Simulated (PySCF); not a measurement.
How methods differ on the ionisation energy of Fe¹⁴⁺

Fe¹⁴⁺ [Ne] 3s2 (1S) → Fe¹⁵⁺ [Ne] 3s1 (2S), as a difference of total energies. Computed with PySCF 2.14 in an even-tempered Gaussian basis (17 s from 1.1 bohr⁻², ratio 2.5; 11 p from 1.4 bohr⁻², ratio 2.5; 5 d from 5.7 bohr⁻², ratio 2.7; 4 f from 8.5 bohr⁻², ratio 2.7), with the non-relativistic Hamiltonian (point nucleus). Correlated levels: outer shells: 1s2 frozen; virtual orbitals above 40 to 60 times the deepest correlated orbital energy dropped. The calculations carry no spin-orbit coupling.

| method | ionisation energy (eV) |
| --- | --- |
| UHF | 449.41 |
| LDA | 452.20 |
| PBE | 452.45 |
| PBE0 | 451.96 |
| M06 | 452.06 |
| B97-3 | 452.22 |
| MP2 (outer shells) | 451.71 |

Problem. Estimate what r2SCAN gives.

Solution. 450.21 eV, closest to UHF among the rows shown.

Problem. Estimate what SCS-MP2 (outer shells) gives.

Solution. 451.96 eV, closest to PBE0 among the rows shown.

These non-relativistic numbers lack the scalar-relativistic shift.

For comparison: 456.2 ± 0.5 eV (measured; NIST Atomic Spectra Database, ionization energies).
